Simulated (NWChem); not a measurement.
System: GeSiH3F3; SMILES F[Si]([GeH3])(F)F

```xyz
8

F      1.4850     1.4760     0.1384
Si    -0.0001     0.8765     0.0002
F     -0.8624     1.4778     1.2163
F     -0.6222     1.4758    -1.3555
Ge    -0.0007    -1.4804     0.0019
H      0.6042    -1.9792     1.3212
H      0.8389    -1.9810    -1.1812
H     -1.4456    -1.9799    -0.1332
```
Atoms are numbered in this order, from 1.

Level: PBE0/def2-SVP (NWChem), optimised geometry, unscaled harmonic frequencies. 

```tsv
frequency (cm⁻¹)	IR intensity (km/mol)
82	0.0
130	1.7
130	1.7
233	24.9
294	17.2
294	17.2
467	81.1
490	8.2
490	8.2
785	240.8
865	83.2
878	15.7
878	15.7
976	152.8
976	152.8
2177	31.2
2187	80.9
2187	80.9
```

The zero-point energy is 20.7 kcal/mol, the thermal correction to the enthalpy at 298.15 K (with zero-point energy) comes out as 26.0 kcal/mol and the heat capacity Cv comes out as 23.9 cal/(mol K). The entropy at 298.15 K and 1 atm (symmetry number 3) is 84.7 cal/(mol K) and the dipole moment is 2.21 D.

Rigid rotor and harmonic oscillator; modes under 100 cm⁻¹ make the entropy uncertain.
